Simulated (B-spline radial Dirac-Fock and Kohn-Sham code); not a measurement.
Os⁷³⁺: scattering cross sections and density moments

System: osmium as Os⁷³⁺, [He] 2s1.

Level of theory: Dirac-Fock orbitals of the configuration average with a finite nucleus; a radial atomic solver.

```
Sum of ⟨r⟩                          : 0.1062 bohr
Sum of ⟨r²⟩                         : 0.006831 bohr²
Sum of ⟨1/r⟩                        : 204.71 per bohr
Langevin diamagnetic susceptibility : -0.00541 × 10⁻⁶ cm³/mol
Lamb shielding (α²/3)Σ⟨1/r⟩         : 3634 ppm
```

Coherent scattering is the Thomson cross section weighted by f₀², without anomalous dispersion; incoherent scattering is Klein-Nishina weighted by S. The Lamb formula is the non-relativistic shielding expression. Electron correlation is left out. A dash stands where the photon energy is too low for the impulse approximation behind that column.

| hν (keV) | coherent (b) | incoherent (b) | incoherent per electron (b) |
| --- | --- | --- | --- |
| 17.4793 | 5.795 | – | – |
| 20 | 5.739 | – | – |
| 30 | 5.461 | – | – |
| 50 | 4.760 | – | – |
| 100 | 3.211 | 0.5162 | 0.172 |
| 200 | 1.771 | 0.6725 | 0.224 |
| 500 | 0.5009 | 0.6998 | 0.233 |
| 1000 | 0.1495 | 0.5783 | 0.193 |

Incoherent scattering overtakes coherent scattering between 200 and 500 keV.

Values without a named source are computed, but for edge energies of neutral atoms, which are taken from tables.
